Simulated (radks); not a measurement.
Neutral silver: order these configurations by energy. Method: scalar-relativistic Kohn-Sham, BLYP, spin-polarised, spherical densities, finite nucleus; Fermi nuclear charge, rms radius of each element as measured or else 0.836 A^(1/3) + 0.57 fm; computed with a radial shooting solver on a logarithmic mesh with Libxc functionals. Open shells are filled with parallel spins first. [Kr] 4d10 5p1; [Kr] 4d10 5s1; [Kr] 4d9 5s1 5p1; [Kr] 4d9 5s2.

Answer. From the lowest, in eV above it: [Kr] 4d10 5s1 0.000; [Kr] 4d9 5s2 3.886; [Kr] 4d10 5p1 3.949; [Kr] 4d9 5s1 5p1 7.843.
